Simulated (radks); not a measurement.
Re3+, 72 electrons, occupied as [Xe] 4f14 5d3.5 6d0.5 (fractional occupations, a model configuration). Method: Dirac Kohn-Sham, OLYP, spin-unpolarised, spherical densities, finite nucleus; open shells are shared between the two j in proportion to 2j + 1; Fermi nuclear charge, rms radius 5.3698 fm; computed with a radial shooting solver on a logarithmic mesh with Libxc functionals.

Radial electron density D(r) = 4 pi r^2 rho(r):

r (bohr),D(r) (e/bohr)
0.002752,34.98
0.003229,42.56
0.00379,51.15
0.004447,60.59
0.005177,70.07
0.006075,80.13
0.00713,89.63
0.0083,97.39
0.00974,103.4
0.01143,106.5
0.01341,106.4
0.01562,103.7
0.01832,99.34
0.0215,95.49
0.02503,94.68
0.02938,98.85
0.03448,108.6
0.04046,121.6
0.0471,132.7
0.05527,137.7
0.06486,133.0
0.07551,121.7
0.08861,110.1
0.104,107.3
0.122,115.1
0.1421,124.8
0.1667,124.8
0.1956,108.1
0.2278,84.64
0.2673,67.97
0.3136,67.83
0.3681,76.14
0.4285,78.06
0.5028,67.33
0.5901,49.23
0.6869,33.89
0.8061,23.96
0.946,18.78
1.11,15.00
1.292,11.21
1.517,7.253
1.78,4.082
2.072,2.110
2.431,0.9740
2.853,0.4569
3.348,0.2600
3.898,0.1933
4.574,0.1467
5.368,0.09347
6.249,0.04832
7.334,0.01754
8.606,0.004145
10.1,0.0005882

D(r) has 4 maxima, at r = 0.0123, 0.0557, 0.154, 0.408 bohr, and minima at 0.0241, 0.0999, 0.290 bohr, inside which lie 2.03, 11.11, 29.98 electrons.
